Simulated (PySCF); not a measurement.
## Electronic structure of P(3+) (phosphorus, charge +3) at the UHF level

Configuration: [Ne] 3s2, closed-shell 1S. Calculation: PySCF 2.14, in aug-cc-pwCVDZ; no relativity, point nucleus.

- Total energy: -338.553929 hartree
- One-electron energy: -451.6167 hartree
- Hartree (Coulomb) energy: 134.7100 hartree
- Exchange energy: -21.6472 hartree
- Kinetic energy: 338.45362 hartree
- ⟨S²⟩: 0.0000
- ⟨L²⟩: 0.000
- Sum of ⟨r⟩: 7.539 bohr
- Sum of ⟨r²⟩: 9.003 bohr²
- Density at the nucleus (Gaussians lack the cusp): 2130 bohr⁻³
- Langevin diamagnetic susceptibility: -7.13 ×10⁻⁶ cm³/mol

```
shell  electrons  mean orbital energy (eV)  rms radius, mean of both spins (bohr)
   1s          2                   -2216.7                                  0.120
   2s          2                   -243.52                                  0.560
   2p          6                   -185.95                                  0.538
   3s          2                   -49.881                                   1.82
```
